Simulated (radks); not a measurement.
Values are calculated unless marked as measured or tabulated.
Spherical quantum dot in the effective-mass picture: electrons in a parabolic well V = omega^2 r^2 / 2 with omega = 4.04, all in effective atomic units (hartree* = m*/eps^2 hartree, bohr* = eps/m* bohr), one dielectric constant everywhere. Level of theory: non-relativistic Kohn-Sham, LDA (Slater exchange, Perdew-Wang correlation), spin-polarised, spherical densities (a radial shooting solver with Libxc functionals). Levels are named by radial order and angular momentum (1s, 1p, 1d, 2s, ...), and open shells are averaged over m.

N = 22, configuration 1s2 1p6 1d10 2s2 1f(up 2, down 0). This is the lowest configuration that the search found. Occupied and some empty levels:

level    occupation  eigenvalue (hartree*)  <r> (bohr*)
1s up             1                 27.665       0.7185
1s down           1                 27.695       0.7158
1p up             3                 30.153       0.9207
1p down           3                 30.202       0.9187
1d up             5                 32.843        1.070
1d down           5                 32.903        1.068
2s up             1                 33.191       0.9598
2s down           1                 33.237       0.9607
1f up             2                 35.708        1.190
1f down           0                 35.773        1.190
2p up             0                 36.232        1.088
2p down           0                 36.276        1.089
1g up             0                 38.727        1.294
1g down           0                 38.793        1.295
2d up             0                 39.369        1.205
2d down           0                 39.414        1.205

Energy (hartree*): total 492.538, kinetic 98.896, external 197.51, Hartree 217.07, exchange-correlation -20.939.

Electron density:

r (bohr*)  n(r) (e/bohr*^3)
0.0947                3.806
0.253                 3.339
0.411                 2.860
0.569                 2.672
0.727                 2.668
0.885                 2.501
1.04                  1.989
1.20                  1.274
1.36                 0.6470
1.52                 0.2575
1.68                0.08001
1.83                0.01944
1.99               0.003710
